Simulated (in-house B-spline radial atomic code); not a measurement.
A fraction x of an electron is removed from 2p in O2+, starting from [He] 2s2 2p2 and keeping the highest spin. Method: non-relativistic TPSSh, spin-polarised, spherical fractional occupations, point nucleus. Calculated with a radial B-spline atomic code at the basis-set limit.

Caution: exact exchange at fractional occupations of open shells leaves self-interaction of up to several eV.

```csv
x,E(x) - E(0) (eV),2p up level (eV)
0,0.0000,-45.699
0.01,0.4580,-45.891
0.16,7.5595,-48.804
0.36,17.7146,-52.761
0.39,19.3064,-53.362
0.5,25.2980,-55.580
0.51,25.8548,-55.783
0.7,36.8219,-59.671
0.86,46.6347,-62.996
0.9,49.1712,-63.833
1,55.6597,-65.939
```

The exact functional would give a straight line between the two integer points. Deviations E(x) - E(0) - x[E(1) - E(0)], in eV: -0.099 at x = 0.01, -1.346 at x = 0.16, -2.323 at x = 0.36, -2.401 at x = 0.39, -2.532 at x = 0.5, -2.532 at x = 0.51, -2.14 at x = 0.7, -1.233 at x = 0.86, -0.923 at x = 0.9.

The curve lies below the straight line by up to 2.532 eV (at x = 0.5): convex, the delocalisation error, to which spherically averaged exact exchange adds.

Problem. How well does Slater's transition state (minus the level at half occupation) give the ionisation energy?

Solution. It gives 55.580 eV against 55.660 eV from the two total energies; NIST lists 54.94 eV, ground level to ground level. The end point has an open shell averaged over its orbitals, so its exact exchange keeps a self-interaction and this is no true integer point.
